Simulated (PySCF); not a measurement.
CH₅InO₂, SMILES [CH3][In]([OH])[OH].

Geometry: B3LYP-D3(BJ)/def2-SVP. The def2 effective core potentials stand for the cores of In; spin–orbit coupling is left out. One conformer was computed; it need not be the lowest.

The numbers are results of B3LYP/def2-TZVP (PySCF), not measurements.

Gas-phase values at a fixed geometry.

The total energy is -381.88723 hartree and the highest occupied level is -7.76 eV. The lowest empty level is -1.48 eV. The orbital gap is 6.28 eV, the dipole moment comes out as 3.06 D and the quadrupole, principal values (traceless, Buckingham form, about the centre of nuclear charge) is -6.28, 2.08, 4.21 D·Å. The mean static polarisability is 55.8 bohr³ (8.26 Å³) and the polarisability, principal values comes out as 40.9, 56.3, 70.1 bohr³.
